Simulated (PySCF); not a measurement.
## Two-dimensional NMR puzzle

Compound of formula C5H10O2. Correlations simulated from computed shifts and couplings:

HSQC (one-bond C–H):
```tsv
δH	δC	1J(C,H) (Hz)
4.69	66.6	151
1.96	22.5	136
1.17	22.5	134
```

COSY cross peaks (|J| ≥ 2 Hz):
```tsv
δH	δH	abs. J (Hz)	bonds
4.69	1.17	7.1	3
```

HMBC (two and three bonds, |J| ≥ 2.5 Hz):
```tsv
δH	δC [abs. J in Hz]
4.69	173.6 [3.5]
1.96	173.6 [6.2]
1.17	66.6 [3.4], 22.5 [5.1]
```

Carbons without hydrogens: δ 173.6.

Isolated molecule, one computed conformer, fast rotation and ring inversion assumed for equivalent nuclei, no relativistic terms. PBE0/pcSseg-1 with gauge-including orbitals; geometry: PBE0-D3(BJ)/def2-SVP; B3LYP/pcJ-1 coupling constants (without the spin–dipole term); PySCF.

Referencing at the same level of theory: TMS for 1H (σref 31.27) and 13C (σref 184.41).

Exchangeable hydrogens are left out of these lists, and C,H couplings along chains are those of one rotamer, so weak HMBC peaks may be missing or extra.

**Question.** Work out the connectivity.

**Answer.** isopropyl acetate (CC(=O)OC(C)C).

Atoms are numbered as in `[CH3:1][C:2](=[O:3])[O:4][CH:5]([CH3:6])[CH3:7]` (H(Xn): hydrogen on atom n).

δC 173.6 is C2, an ester carbonyl carbon. δC 66.6 is C5, an sp3 CH bonded to O (δH 4.69). δC 22.5 is C6/C7, a methyl carbon (δH 1.17). δC 22.5 is C1, a methyl carbon α to a carbonyl (δH 1.96). HMBC from δH 4.69 reaches the proton-free carbon C2. HMBC from δH 1.96 reaches the proton-free carbon C2. COSY links 4.69–1.17.

The data come from this structure; uniqueness wasn't tested.

Unscaled 3J(H,H) at this level run about 10 % above measured values. Shifts are as computed. Against solution values, carbons near 30 ppm lie about +2 ppm off and those near 130 ppm about +5 ppm. Of 1211 compounds with measured shifts, 218 miss one by over three times the rms of a fit or turn the order of signals round; such compounds aren't used in these exercises.
